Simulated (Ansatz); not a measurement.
Geometry optimisation, Ansatz 0.2.0, RHF/def2-SVP.

Input file:

```yaml
crystal:
  periodic: [false, false, false]
  atoms:
    - { symbol: Si, position_ang: [0.168012, -0.644949, -0.395989] }
    - { symbol: H, position_ang: [0.109406, 0.324756, 2.095377] }
    - { symbol: Si, position_ang: [2.26587, 0.203833, -1.158828] }
    - { symbol: H, position_ang: [3.202484, -0.921908, -1.418336] }
    - { symbol: H, position_ang: [2.095514, 0.962117, -2.427625] }
    - { symbol: H, position_ang: [2.910151, 1.112128, -0.17127] }
    - { symbol: "N", position_ang: [-0.790574, 0.754046, -0.062814] }
    - { symbol: H, position_ang: [-1.759458, 0.69761, 0.183214] }
    - { symbol: H, position_ang: [-0.427808, 1.679903, 0.038674] }
    - { symbol: "N", position_ang: [-0.693133, -1.548601, -1.601743] }
    - { symbol: H, position_ang: [-0.557469, -2.530057, -1.73961] }
    - { symbol: H, position_ang: [-1.012535, -1.103744, -2.440486] }
    - { symbol: Si, position_ang: [0.535563, -2.186055, 1.229995] }
    - { symbol: H, position_ang: [-0.62994, -2.378537, 2.129692] }
    - { symbol: H, position_ang: [0.782261, -3.48649, 0.542237] }
    - { symbol: H, position_ang: [1.736005, -1.91144, 2.057929] }
    - { symbol: H, position_ang: [0.341251, 0.031888, 2.698882] }
basis:
  gaussian: { orbitals: def2-SVP }
hamiltonian:
  xc: hf
relax:
  f_tol: 0.03
  max_steps: 50
```

Command:

```bash
$ ansatz run input.yaml --threads 4 --pin off --max-ram 5120MiB --backend cpu --events-out ev --progress --plain --runs-dir out
```

Where does it end, and by what steps?

The forces met the threshold. The force dipped under the threshold on the way, but the program's further checks kept it going. After 35 steps the energy has fallen by 0.390 eV; H17 moved furthest, 1.71 Å.

| step | energy less start (eV) | largest force component (eV/Å) | accepted |
| --- | --- | --- | --- |
| 0 | 0.0000 | 1.531 | yes |
| 2 | -0.2901 | 0.275 | yes |
| 4 | -0.3467 | 0.108 | yes |
| 6 | -0.3637 | 0.195 | yes |
| 8 | -0.3678 | 0.159 | yes |
| 10 | -0.3722 | 0.191 | yes |
| 12 | -0.3741 | 0.150 | yes |
| 14 | -0.3751 | 0.029 | yes |
| 16 | -0.3760 | 0.166 | yes |
| 18 | -0.3781 | 0.290 | yes |
| 20 | -0.3817 | 0.119 | yes |
| 22 | -0.3861 | 0.227 | yes |
| 24 | -0.3873 | 0.055 | yes |
| 26 | -0.3883 | 0.089 | yes |
| 28 | -0.3890 | 0.041 | yes |
| 30 | -0.3892 | 0.134 | no |
| 32 | -0.3899 | 0.058 | yes |
| 34 | -0.3895 | 0.180 | no |
| 35 | -0.3903 | 0.024 | yes |

```xyz
17
Properties=species:S:1:pos:R:3
Si 0.191 -0.822 -0.565
H 0.194 1.295 2.812
Si 2.253 0.173 -1.205
H 3.095 -0.813 -1.932
H 2.005 1.323 -2.119
H 3.026 0.674 -0.039
N -0.716 0.464 0.163
H -1.630 0.292 0.539
H -0.646 1.405 -0.176
N -0.616 -1.576 -1.904
H -0.589 -2.565 -2.056
H -0.836 -1.083 -2.747
Si 0.501 -2.528 1.054
H -0.782 -2.814 1.750
H 0.966 -3.789 0.416
H 1.505 -2.123 2.069
H 0.356 1.541 3.500
```

Whether the end is a true minimum wasn't checked by a vibrational analysis.

Run time: 58 s on 4 threads of Arm Neoverse V1 (shared host), peak memory 0.36 GiB.
